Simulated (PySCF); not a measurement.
Electron correlation in Al⁺ (aluminium, charge +1)

[Ne] 3s2, closed-shell 1S. All numbers are calculated (PySCF 2.14, the spin-free X2C one-electron Hamiltonian (Gaussian nucleus), in dyall-av3z (19s12p3d2f, 84 functions)). Frozen: [Ne]; 2 electrons correlated; the 22 highest virtual orbitals of each spin left out.

With two correlated electrons CCSD is exact within the correlated space (frozen core and kept virtual orbitals).

```csv
level,correlation energy (mhartree)
CCSD,-40.05
```

Diagnostics: T1 = 0.0093, D1 = 0.0132, largest double amplitude 0.110.

Cost of the coupled-cluster step: roughly 1.2 core-seconds, for 2 correlated electrons.

Iterations:

```
CC2 = 0
CCSD nocc = 1, nmo = 57
frozen orbitals [0, 1, 2, 3, 4, 62, 63, 64, 65, 66, 67, 68, 69, 70, 71, 72, 73, 74, 75, 76, 77, 78, 79, 80, 81, 82, 83]
max_cycle = 100
direct = 0
conv_tol = 1e-08
conv_tol_normt = 1e-06
diis_space = 8
diis_start_cycle = 0
Init t2, MP2 energy = -242.140212684553  E_corr(MP2) -0.0285727897030821
Init E_corr(CCSD) = -0.0285727897114318
cycle = 1  E_corr(CCSD) = -0.0350135359507931  dE = -0.00644074624  norm(t1,t2) = 0.0469167
cycle = 2  E_corr(CCSD) = -0.037658506099415  dE = -0.00264497015  norm(t1,t2) = 0.0223784
cycle = 3  E_corr(CCSD) = -0.040066794617551  dE = -0.00240828852  norm(t1,t2) = 0.0111053
cycle = 4  E_corr(CCSD) = -0.0400435941154431  dE = 2.32005021e-05  norm(t1,t2) = 0.00059053
cycle = 5  E_corr(CCSD) = -0.04005407156148  dE = -1.0477446e-05  norm(t1,t2) = 5.29193e-05
cycle = 6  E_corr(CCSD) = -0.0400502405638786  dE = 3.8309976e-06  norm(t1,t2) = 1.57097e-05
cycle = 7  E_corr(CCSD) = -0.0400503282344925  dE = -8.76706139e-08  norm(t1,t2) = 1.98478e-06
cycle = 8  E_corr(CCSD) = -0.0400504497931595  dE = -1.21558667e-07  norm(t1,t2) = 4.85603e-07
cycle = 9  E_corr(CCSD) = -0.0400504297411484  dE = 2.00520111e-08  norm(t1,t2) = 1.43809e-07
cycle = 10  E_corr(CCSD) = -0.0400504160703362  dE = 1.36708122e-08  norm(t1,t2) = 5.77241e-08
cycle = 11  E_corr(CCSD) = -0.0400504166833402  dE = -6.13003981e-10  norm(t1,t2) = 3.28043e-09
CCSD converged
E(CCSD) = -242.1516903115329  E_corr = -0.0400504166833402
```
